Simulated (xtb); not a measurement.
C₂H₇BeNS, SMILES C[N](C)[Be][SH]. All values are semi-empirical tight-binding results from xtb (GFN2-xTB unless named), good for trends rather than for accurate numbers. Geometry optimised at GFN2-xTB. The structure was generated by enumeration; whether it is a known compound was not checked. One conformer was computed; it need not be the lowest.

Optimised geometry:

Bonded distances (Å): Be1–N2 1.505, Be1–S11 1.919, N2–C3 1.449, N2–C4 1.449, C3–H5 1.096, C3–H6 1.095, C3–H7 1.086, C4–H8 1.095, C4–H9 1.096, C4–H10 1.086, S11–H12 1.317. Angles (°): N2–Be1–S11 178.1, Be1–N2–C3 125.1, Be1–N2–C4 124.8, C3–N2–C4 110.1, N2–C3–H5 110.5, N2–C3–H6 110.5, N2–C3–H7 110.0, H5–C3–H6 108.2, H5–C3–H7 108.8, H6–C3–H7 108.8, N2–C4–H8 110.5, N2–C4–H9 110.5, N2–C4–H10 110.0, H8–C4–H9 108.2, H8–C4–H10 108.8, H9–C4–H10 108.8, Be1–S11–H12 100.8.

For metal compounds this method's bond lengths and energies can be far off.

The point group as xtb finds it is Cs and the orbital gap is 4.92 eV. The zero-point energy comes out as 56.5 kcal/mol and the G − E(el) at 298.15 K (modified RRHO) comes out as 36.4 kcal/mol.

Computed atomic charges and the Wiberg bond orders between heavy atoms:
charges (e) Be1 0.58, N2 -0.34, C3 -0.02, C4 -0.02, H5 0.03, H6 0.03, H7 0.03, H8 0.03, H9 0.03, H10 0.03, S11 -0.55, H12 0.17. Bond orders Be1–N2 1.20, N2–C3 1.02, N2–C4 1.02, Be1–S11 0.98.
